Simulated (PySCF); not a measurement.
Cu(OH) (CuHO), SMILES [OH][Cu], multiplicity 1. Geometry: PBE-D3(BJ)/def2-TZVP. The spin state was assumed, not searched.

Computed equilibrium geometry at PBE-D3(BJ)/def2-TZVP (PySCF confirms it by a frequency run) as Cartesian coordinates in Å, and its point group:
point group Cs.
```xyz
3

Cu    -0.0052    -0.4308     0.0000
O      0.1185     1.3508     0.0000
H     -0.7981     1.6855     0.0000
```
Charge 0, spin multiplicity 1.
